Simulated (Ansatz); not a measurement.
`O=CCBr` + `CBCl` → `CB(Cl)CBr` + `C=O`  (formal exchange of groups at a C–C bond)

Isolated molecules relaxed with PBE0-D4/def2-TZVP in Ansatz; ΔE leaves out vibrations. CBS: MP2 limit from def2 TZ/QZ plus the TZ coupled-cluster correction, frozen cores. This one scheme is used for every species. Functionals use def2-TZVPP. B3LYP here is the variant with VWN-RPA as its local correlation; programs differ in this. HSE06 is defined as in plane-wave codes. For Br outer-core shells are correlated without core-valence functions, which leaves a few kJ/mol of doubt a bond. Scalar relativity is left out up to krypton. One conformer a species, not always the lowest.

`O=CCBr`:

Cartesian coordinates in Å:
```
O 0.652 1.754 -0.295
C 0.528 0.694 0.248
C -0.253 -0.443 -0.348
Br -1.518 -1.086 0.972
H 0.988 0.483 1.234
H 0.404 -1.282 -0.581
H -0.801 -0.121 -1.230
```

`CBCl`:

Cartesian coordinates in Å:
```
C 0.420 -0.432 -0.395
B -0.546 0.413 0.472
Cl -0.313 2.133 0.696
H 1.224 0.131 -0.868
H -0.152 -0.964 -1.165
H 0.856 -1.223 0.228
H -1.489 -0.058 1.032
```

`CB(Cl)CBr`:

```xyz
10

C    -1.184   -0.433    0.596
B     0.173    0.307    0.425
Cl    0.663    1.513    1.613
C     1.168    0.011   -0.749
Br    0.395    1.190   -2.114
H    -1.030   -1.237    1.329
H    -1.968    0.208    1.004
H    -1.535   -0.897   -0.327
H     2.197    0.333   -0.613
H     1.121   -0.994   -1.163
```

`C=O`:

Cartesian coordinates in Å:
```
C 0.004 0.002 0.002
O -0.994 -0.435 -0.489
H 0.983 -0.506 -0.106
H 0.007 0.940 0.594
```

Question: Is it downhill or uphill in electronic energy at CCSD(T)/CBS, and by how much? (Estimate.)

Answer: Ansatz gave: Downhill: ΔE = -24.6 kJ/mol.

Question: What do these levels give: B3LYP-D4, CAM-B3LYP-D4, ωB97X-V, ωB97M-V, PBE, revPBE, HSE06, CAM-B3LYP, CCSD(T)/def2-SVP, MP2/def2-TZVPP, CCSD/def2-TZVPP, HF/def2-QZVPP? (An estimate is asked.)

Answer: The calculation gave: B3LYP-D4 -21.7, CAM-B3LYP-D4 -18.5, ωB97X-V -19.2, ωB97M-V -22.4, PBE -15.5, revPBE -14.2, HSE06 -16.9, CAM-B3LYP -13.7, CCSD(T)/def2-SVP -23.8, MP2/def2-TZVPP -26.7, CCSD/def2-TZVPP -23.4, HF/def2-QZVPP -11.8 kJ/mol.

Largest T1 diagnostic among the species: 0.015.

The D4 term adds −7.8 kJ/mol with B3LYP and −4.4 kJ/mol with PBE0; it sums over pairs of atoms, weighted by their polarisabilities, and B3LYP, whose exchange is more repulsive, gets the larger term. In def2-TZVPP, CCSD(T) changes the Hartree–Fock value by −12.3 kJ/mol (the triples alone add −1.3 kJ/mol) and MP2 by −14.3 kJ/mol. Leaving LDA and LC-ωPBE aside and taking each functional with its dispersion term where it has one, the values, not all of them listed here, spread over 4.6 kJ/mol, from revPBE-D4 to B2PLYP.
